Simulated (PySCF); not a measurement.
# 2,3,3-trimethyl-1-pentene (SMILES C=C(C)C(C)(C)CC)

Geometry:
```json
{"atom": "C1", "x (Å)": "-1.638", "y (Å)": "0.318", "z (Å)": "1.531"}
{"atom": "C2", "x (Å)": "-1.108", "y (Å)": "0.205", "z (Å)": "0.306"}
{"atom": "C3", "x (Å)": "-1.773", "y (Å)": "0.883", "z (Å)": "-0.860"}
{"atom": "C4", "x (Å)": "0.165", "y (Å)": "-0.590", "z (Å)": "0.017"}
{"atom": "C5", "x (Å)": "-0.170", "y (Å)": "-1.750", "z (Å)": "-0.935"}
{"atom": "C6", "x (Å)": "0.771", "y (Å)": "-1.190", "z (Å)": "1.286"}
{"atom": "C7", "x (Å)": "1.209", "y (Å)": "0.316", "z (Å)": "-0.675"}
{"atom": "C8", "x (Å)": "1.612", "y (Å)": "1.562", "z (Å)": "0.097"}
{"atom": "H9", "x (Å)": "-2.557", "y (Å)": "0.890", "z (Å)": "1.687"}
{"atom": "H10", "x (Å)": "-1.194", "y (Å)": "-0.145", "z (Å)": "2.414"}
{"atom": "H11", "x (Å)": "-2.038", "y (Å)": "0.167", "z (Å)": "-1.655"}
{"atom": "H12", "x (Å)": "-1.115", "y (Å)": "1.637", "z (Å)": "-1.321"}
{"atom": "H13", "x (Å)": "-2.695", "y (Å)": "1.391", "z (Å)": "-0.545"}
{"atom": "H14", "x (Å)": "-0.547", "y (Å)": "-1.393", "z (Å)": "-1.905"}
{"atom": "H15", "x (Å)": "-0.930", "y (Å)": "-2.413", "z (Å)": "-0.494"}
{"atom": "H16", "x (Å)": "0.733", "y (Å)": "-2.349", "z (Å)": "-1.134"}
{"atom": "H17", "x (Å)": "1.024", "y (Å)": "-0.422", "z (Å)": "2.032"}
{"atom": "H18", "x (Å)": "1.694", "y (Å)": "-1.736", "z (Å)": "1.037"}
{"atom": "H19", "x (Å)": "0.080", "y (Å)": "-1.904", "z (Å)": "1.760"}
{"atom": "H20", "x (Å)": "2.102", "y (Å)": "-0.300", "z (Å)": "-0.880"}
{"atom": "H21", "x (Å)": "0.822", "y (Å)": "0.610", "z (Å)": "-1.666"}
{"atom": "H22", "x (Å)": "2.090", "y (Å)": "1.313", "z (Å)": "1.057"}
{"atom": "H23", "x (Å)": "2.329", "y (Å)": "2.166", "z (Å)": "-0.478"}
{"atom": "H24", "x (Å)": "0.740", "y (Å)": "2.196", "z (Å)": "0.323"}
```

Theory: quadratic response CAM-B3LYP/aug-cc-pVDZ first hyperpolarisability, Taylor convention, gas phase in PySCF 2.14.0. Geometry: PBE0-D3(BJ)/def2-SVP.

Q: What is the first hyperpolarisability, and how does it disperse?

A: In au, Taylor convention; the vector part is βᵢ = ⅓ Σⱼ (βᵢⱼⱼ + βⱼᵢⱼ + βⱼⱼᵢ); β∥ is 3/5 of the vector part along the dipole, the dipole points from − to +:
| process | λ (nm) | β vector norm | β∥ | β HRS | depolarisation ratio |
| --- | --- | --- | --- | --- | --- |
| static β(0;0,0) | ∞ | 64.4 | 30.5 | 25.1 | 6.32 |
| second harmonic β(−2ω;ω,ω) | 1907 | 69.3 | 33.2 | 27.0 | 6.23 |
| Pockels β(−ω;ω,0) | 1907 | 66.0 | 31.4 | – | – |
| second harmonic β(−2ω;ω,ω) | 1064 | 82.0 | 40.2 | 32.1 | 5.98 |
| Pockels β(−ω;ω,0) | 1064 | 69.6 | 33.4 | – | – |

Q: Which lowest excitations, dipole and polarisabilities go with it?

A: S1 6.35 eV (f = 0.016); S2 6.70 eV (f = 0.221); S3 6.93 eV (f = 0.009); dipole 0.53 D; isotropic α 99.4 au static, 99.6 au at 1907 nm, 100.2 au at 1064 nm, 100.4 au at 953.5 nm, 102.7 au at 532 nm.
